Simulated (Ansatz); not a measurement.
The cluster NiCl₂. The state is a singlet with charge 0. Geometry PBE0-D4/def2-TZVP.

```
atom    x (Å)    y (Å)    z (Å)
 Ni1   0.1618  -0.2838  -0.6571
 Cl2  -1.3006   1.0899  -0.3812
 Cl3   1.1389  -0.8061   1.0383
```

The restricted singlet is unstable towards broken spin symmetry at other levels; at PBE-D4/def2-TZVPD, r2SCAN-D4/def2-TZVPD, ωB97M-V/def2-TZVP this wasn't settled. At PBE-D4/def2-TZVPD an occupied level of the charge 0 singlet lies above an empty one (by up to 0.14 eV), so this SCF solution is probably not the lowest. At r2SCAN-D4/def2-TZVP, PBE0-D4/def2-TZVP the restricted singlet is unstable: a solution with broken spin symmetry lies lower. The geometry of the singlet was relaxed on an unsound state (restricted singlet, unstable towards broken spin symmetry). At PBE0-D4/def2-TZVP a triplet of charge 0 lies 1.54 eV below the restricted singlet, each at its own geometry. The structure comes from a short search, and lower isomers may exist.

Estimate the orbital energies around the gap (eV) in Ansatz with PBE-D4/def2-TZVPD, r2SCAN-D4/def2-TZVP, r2SCAN-D4/def2-TZVPD, PBE0-D4/def2-TZVP, ωB97M-V/def2-TZVP.


| orbital | PBE-D4/def2-TZVPD | r2SCAN-D4/def2-TZVP | r2SCAN-D4/def2-TZVPD | PBE0-D4/def2-TZVP | ωB97M-V/def2-TZVP |
| --- | --- | --- | --- | --- | --- |
| HOMO−5 | -8.58 | -8.83 | -8.90 | -10.29 | -12.95 |
| HOMO−4 | -8.27 | -8.45 | -8.52 | -9.35 | -11.59 |
| HOMO−3 | -6.88 | -7.28 | -7.35 | -8.95 | -11.48 |
| HOMO−2 | -6.48 | -6.83 | -6.91 | -8.83 | -11.32 |
| HOMO−1 | -6.25 | -6.50 | -6.57 | -8.57 | -11.09 |
| HOMO | -6.14 | -6.42 | -6.49 | -8.16 | -10.55 |
| LUMO | -6.28 | -6.14 | -6.21 | -4.95 | -2.67 |
| LUMO+1 | -2.71 | -2.29 | -2.47 | -1.84 | -0.19 |
| LUMO+2 | -0.33 | 1.35 | 0.01 | 1.96 | 3.87 |
| LUMO+3 | 0.27 | 2.89 | 0.90 | 3.05 | 4.44 |
| LUMO+4 | 0.35 | 3.71 | 0.97 | 4.13 | 5.70 |
| LUMO+5 | 1.40 | 3.95 | 2.08 | 4.52 | 6.23 |
